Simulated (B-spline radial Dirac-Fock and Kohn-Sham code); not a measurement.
## X-ray scattering factor of Gd³⁺

System: Gd³⁺, configuration [Xe] 4f6 6p1 (an excited configuration).

Input of the calculation (task.json; shells as n, l, electrons):

```json
{"items": [{
  "Z": 64,
  "q": 3,
  "cfg": [[1, 0, 2], [2, 0, 2], [2, 1, 6], [3, 0, 2], [3, 1, 6], [3, 2, 10], [4, 0, 2], [4, 1, 6], [4, 2, 10], [4, 3, 6], [5, 0, 2], [5, 1, 6], [6, 1, 1]],
  "A": 158,
  "rrms": 5.1569,
  "do": ["scatter"],
  "s": [0.0, 0.05, 0.06, 0.07, 0.09, 0.11, 0.13, 0.16, 0.2, 0.25, 0.31, 0.38, 0.47, 0.58, 0.71, 0.88, 1.08, 1.34, 1.65, 2.04, 2.52, 3.11, 3.83],
  "pz": [0, 0.1, 0.2, 0.3, 0.4, 0.5, 0.6, 0.8, 1.0, 1.2, 1.4, 1.6, 1.8, 2.0, 2.5, 3.0, 4.0, 5.0, 7.0, 10.0, 15.0, 20.0, 30.0, 40.0, 60.0, 100.0],
  "hv_scatter": [1000, 2000, 5000, 17479.3, 50000, 100000, 200000, 500000]
}]}
```

Run with: `python xray_run.py task.json out`

Method: Dirac-Fock densities. Computed with a B-spline atomic structure program. f₀ is the Fourier transform of the spherical electron density, S the Waller-Hartree incoherent function, and s = sin θ/λ.

| s (Å⁻¹) | f₀ | S |
| --- | --- | --- |
| 0 | 61.000 | 0.000 |
| 0.05 | 60.173 | 1.029 |
| 0.06 | 59.831 | 1.411 |
| 0.07 | 59.441 | 1.820 |
| 0.09 | 58.542 | 2.680 |
| 0.11 | 57.521 | 3.562 |
| 0.13 | 56.414 | 4.456 |
| 0.16 | 54.648 | 5.828 |
| 0.2 | 52.176 | 7.701 |
| 0.25 | 48.999 | 10.015 |
| 0.31 | 45.235 | 12.656 |
| 0.38 | 41.173 | 15.511 |
| 0.47 | 36.687 | 18.739 |
| 0.58 | 32.200 | 22.020 |
| 0.71 | 27.879 | 25.313 |
| 0.88 | 23.427 | 29.140 |
| 1.08 | 19.699 | 33.132 |
| 1.34 | 16.618 | 37.501 |
| 1.65 | 14.109 | 41.423 |
| 2.04 | 11.371 | 44.876 |
| 2.52 | 8.520 | 47.932 |
| 3.11 | 6.304 | 50.709 |
| 3.83 | 5.022 | 53.169 |

f₀ starts at the number of electrons, 61, and has fallen to half at s ≈ 0.63 Å⁻¹. The sum of ⟨r²⟩ over the electrons is 46.84 bohr².
